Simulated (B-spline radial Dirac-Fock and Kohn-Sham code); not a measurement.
# Two-hole binding energies of Zr³⁺

System: the Zr³⁺ ion, [Kr] 4d1.

The run's input, task.json:

```json
{"items": [{
  "Z": 40,
  "q": 3,
  "cfg": [[1, 0, 2], [2, 0, 2], [2, 1, 6], [3, 0, 2], [3, 1, 6], [3, 2, 10], [4, 0, 2], [4, 1, 6], [4, 2, 1]],
  "A": 90,
  "rrms": 4.2694,
  "do": ["binding", "quiet", "double"]
}]}
```

Run with: `python xray_run.py task.json out`

Level of theory: relaxed Dirac-Fock hole states (ΔSCF) with Breit and QED corrections and a finite nucleus; an atomic code on a B-spline grid. U is the two-hole binding energy less the two single-hole energies, the effective repulsion of the holes after relaxation. Each two-hole energy is an average over J within one jj subconfiguration.

```
          holes  E(a) (eV)  E(b) (eV)  E(ab) (eV)  U (eV)
   1s⁻¹ 2p1/2⁻¹    18036.6     2347.8     20552.4   168.0
   1s⁻¹ 2p3/2⁻¹    18036.6     2263.3     20459.3   159.3
           2s⁻²     2577.5     2577.5      5255.3   100.3
   2s⁻¹ 2p1/2⁻¹     2577.5     2347.8      5018.1    92.8
        2p1/2⁻²     2347.8     2347.8      4818.1   122.5
2p1/2⁻¹ 2p3/2⁻¹     2347.8     2263.3      4722.6   111.5
   2s⁻¹ 3p3/2⁻¹     2577.5      373.0      2994.1    43.6
   2s⁻¹ 3d3/2⁻¹     2577.5      221.3           ?       ?
   2s⁻¹ 3d5/2⁻¹     2577.5      218.9      2841.1    44.7
2p1/2⁻¹ 3d3/2⁻¹     2347.8      221.3      2612.9    43.8
        3p1/2⁻²      386.9      386.9       811.9    38.2
3p1/2⁻¹ 3p3/2⁻¹      386.9      373.0       795.0    35.1
        3d3/2⁻²      221.3      221.3       479.5    36.9
        3d5/2⁻²      218.9      218.9       474.7    36.9
```

Q: Give the missing two-hole energy and U.

A: E(ab) = 2843.9 eV and U = 45.1 eV.

Values without a named source are computed, but for edge energies of neutral atoms, which are taken from tables.
